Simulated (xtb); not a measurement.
CdI$_{2}$, charge +1, doublet, from a rough starting geometry (GFN-xTB shapes and energies of metal compounds can be far from the true ones) (a state made from the parent by changing its charge; the spin is typed, not shown lowest); GFN2-xTB run with xtb.

Here is a job for xtb.
```
$ xtb mol.xyz --gfn 2 --chrg 1 --uhf 1 --opt vtight --json

# file mol.xyz
3

Cd    -0.04710039    -0.02382942     0.04699131
I     -0.26259128     2.05705076    -1.69245716
I      0.23554129    -2.05610557     1.66231696
```

Problem. Predict the main parts of the log of this xtb run.

Solution. 
```
   ID    Z sym.   atoms
    1   48 Cd     1
    2   53 I      2, 3

           -------------------------------------------------
          |                Calculation Setup                |
           -------------------------------------------------

           -------------------------------------------------
          |                 G F N 2 - x T B                 |
           -------------------------------------------------

          ...................................................
          :                      SETUP                      :
          :.................................................:
          :  # basis functions                  24          :
          :  # atomic orbitals                  22          :
          :  # shells                            8          :
          :  # electrons                        15          :
          :  max. iterations                   250          :
          :  Hamiltonian                  GFN2-xTB          :
          :  restarted?                      false          :
          :  GBSA solvation                  false          :
          :  PC potential                    false          :
          :  electronic temp.          300.0000000     K    :
          :  accuracy                    1.0000000          :
          :  -> integral cutoff          0.2500000E+02      :
          :  -> integral neglect         0.1000000E-07      :
          :  -> SCF convergence          0.1000000E-05 Eh   :
          :  -> wf. convergence          0.1000000E-03 e    :
          :  Broyden damping             0.4000000          :
          :  net charge                          1          :
          :  unpaired electrons                  1          :
          ...................................................

 iter      E             dE          RMSdq      gap      omega  full diag
   1     -7.7694459 -0.776945E+01  0.339E+01    5.21       0.0  T
   2     -7.7834920 -0.140460E-01  0.165E+01    4.68       1.0  T
   3     -7.6752788  0.108213E+00  0.700E+00    4.43       1.0  T
   4     -7.7010622 -0.257834E-01  0.593E+00    4.22       1.0  T
   5     -7.7865950 -0.855328E-01  0.262E+00    4.45       1.0  T
   6     -7.7853728  0.122213E-02  0.145E+00    4.59       1.0  T
   7     -7.7876213 -0.224844E-02  0.666E-01    4.53       1.0  T
   8     -7.7825583  0.506294E-02  0.175E+00    4.52       1.0  T
   9     -7.7878647 -0.530633E-02  0.351E-01    4.51       1.0  T
  10     -7.7878772 -0.125600E-04  0.291E-01    4.53       1.0  T
  11     -7.7879034 -0.262158E-04  0.271E-01    4.53       1.0  T
  12     -7.7880320 -0.128575E-03  0.563E-02    4.53       1.0  T
  13     -7.7880353 -0.326375E-05  0.307E-02    4.54       1.9  T
  14     -7.7880368 -0.154482E-05  0.110E-02    4.53       5.2  T
  15     -7.7880369 -0.111884E-06  0.178E-03    4.54      32.5  T
  16     -7.7880369  0.344891E-08  0.210E-03    4.54      27.4  T
  17     -7.7880369 -0.661458E-08  0.840E-04    4.54      68.7  T
  18     -7.7880369 -0.122833E-08  0.119E-04    4.54     484.9  T

   *** convergence criteria satisfied after 18 iterations ***

         :::::::::::::::::::::::::::::::::::::::::::::::::::::
         ::                     SUMMARY                     ::
         :::::::::::::::::::::::::::::::::::::::::::::::::::::
         :: total energy              -7.776778326743 Eh    ::
         :: gradient norm              0.016590805662 Eh/a0 ::
         :: HOMO-LUMO gap              4.535010469612 eV    ::
         ::.................................................::
         :: SCC energy                -7.788037314716 Eh    ::
         :: -> isotropic ES            0.162079498508 Eh    ::
         :: -> anisotropic ES          0.003604493923 Eh    ::
         :: -> anisotropic XC         -0.001503231399 Eh    ::
         :: -> dispersion             -0.002385797450 Eh    ::
         :: repulsion energy           0.011258987973 Eh    ::
[...]
 * total energy  :    -7.7767783 Eh     change       -0.1592682E-10 Eh
 * total energy  :    -7.7752761 Eh     change        0.1502255E-02 Eh
 * total energy  :    -7.7771684 Eh     change       -0.1892327E-02 Eh
 * total energy  :    -7.7748022 Eh     change        0.2366227E-02 Eh
 * total energy  :    -7.7775822 Eh     change       -0.2779981E-02 Eh
 * total energy  :    -7.7776060 Eh     change       -0.2386267E-04 Eh
 * total energy  :    -7.7776086 Eh     change       -0.2575243E-05 Eh
 * total energy  :    -7.7776088 Eh     change       -0.1834173E-06 Eh
 * total energy  :    -7.7776088 Eh     change       -0.5553702E-07 Eh
   *** GEOMETRY OPTIMIZATION CONVERGED AFTER 9 ITERATIONS ***
         :: total energy              -7.777608829036 Eh    ::
[...]
         :::::::::::::::::::::::::::::::::::::::::::::::::::::

           -------------------------------------------------
          |                Property Printout                |
           -------------------------------------------------

    * Orbital Energies and Occupations

         #    Occupation            Energy/Eh            Energy/eV
      -------------------------------------------------------------
         1        2.0000           -0.9816689             -26.7126
         2        2.0000           -0.9762286             -26.5645
         3        2.0000           -0.7416829             -20.1822
         4        2.0000           -0.6657335             -18.1155
         5        2.0000           -0.6651529             -18.0997
         6        2.0000           -0.6651494             -18.0996
         7        1.5000           -0.6537828             -17.7903
         8        1.5000           -0.6537828             -17.7903 (HOMO)
         9                         -0.4957585             -13.4903 (LUMO)
        10                         -0.2808683              -7.6428
        11                         -0.2807897              -7.6407
        12                         -0.2476764              -6.7396
        13                         -0.2476695              -6.7394
        14                         -0.2470904              -6.7237
        15                         -0.2423417              -6.5945
        16                         -0.2423417              -6.5945
        17                         -0.2420920              -6.5877
        18                         -0.2420920              -6.5877
        19                         -0.1880912              -5.1182
       ...                                ...                  ...
        22                          1.7692395              48.1435
      -------------------------------------------------------------
                  HL-Gap            0.1580243 Eh            4.3001 eV
             Fermi-level           -0.6142767 Eh          -16.7153 eV

     #   Z          covCN         q      C6AA      α(0)
     1  48 Cd       1.666     0.433   191.292    26.548
     2  53 I        0.833     0.284   351.602    32.370
     3  53 I        0.833     0.284   351.602    32.370

 Mol. C6AA /au·bohr⁶  :       2630.485315
 Mol. C8AA /au·bohr⁸  :     242776.359703
 Mol. α(0) /au        :         91.288007

Wiberg/Mayer (AO) data.
largest (>0.10) Wiberg bond orders for each atom

 ---------------------------------------------------------------------------
     #   Z sym  total        # sym  WBO       # sym  WBO       # sym  WBO
 ---------------------------------------------------------------------------
     1  48 Cd   1.941 --     3 I    0.971     2 I    0.971
     2  53 I    0.971 --     1 Cd   0.971
     3  53 I    0.971 --     1 Cd   0.971
 ---------------------------------------------------------------------------

Topologies differ in total number of bonds
Writing topology from bond orders to xtbtopo.mol

molecular dipole:
                 x           y           z       tot (Debye)
 q only:       -0.053      -0.012       0.015
   full:       -0.085       0.003       0.038       0.238
molecular quadrupole (traceless):
                xx          xy          yy          xz          yz          zz
 q only:       -7.155      -1.596       5.781       1.299     -10.706       1.374
  q+dip:       -0.703      -0.159       0.569       0.124      -1.062       0.134
   full:        1.240       0.275      -1.001      -0.228       1.845      -0.239

optimized geometry written to: xtbopt.xyz

           -------------------------------------------------
          | TOTAL ENERGY               -7.777608829036 Eh   |
          | GRADIENT NORM               0.000025655293 Eh/α |
          | HOMO-LUMO GAP               4.300058733099 eV   |
           -------------------------------------------------

normal termination of xtb
```
